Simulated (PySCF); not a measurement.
# Two-component Hartree-Fock for Zn (zinc, neutral)

Start: [Ar] 3d10 4s2. Calculated with PySCF 2.14 in x2c-TZVPPall-2c with one added diffuse shell each of s, p, d, f type (7s8p5d3f1g, 86 functions): generalised Hartree-Fock with the X2C-1e Hamiltonian and a Gaussian nucleus; spin-orbit coupling (SO) screened by Boettger's factors.

```tsv
spinor shell	electrons	ε, screened SO (eV)	weight of nominal j (screened SO)	rms radius, screened SO (bohr)
1s1/2	2	-9729.7	1.000	0.0580
2s1/2	2	-1233.5	1.000	0.244
2p1/2	2	-1081.3	1.000	0.217
2p3/2	4	-1056.9	1.000	0.220
3s1/2	2	-157.81	1.000	0.731
3p1/2	2	-107.76	1.000	0.770
3p3/2	4	-104.43	1.000	0.781
3d3/2	4	-20.996	1.000	1.01
4s1/2	2	-8.137	1.000	3.09
```

Q: Where does 3d5/2 lie, and what is the 3d spin-orbit splitting (screened SO)?

A: At -20.555 eV, 0.440 eV above 3d3/2.

| quantity | screened SO |
| --- | --- |
| E (hartree) | -1794.27815 |
| M_J | 0 |
| ⟨J²⟩ | 0.000 |
| ⟨L²⟩ | 0.002 |
| ⟨S²⟩ | 0.002 |
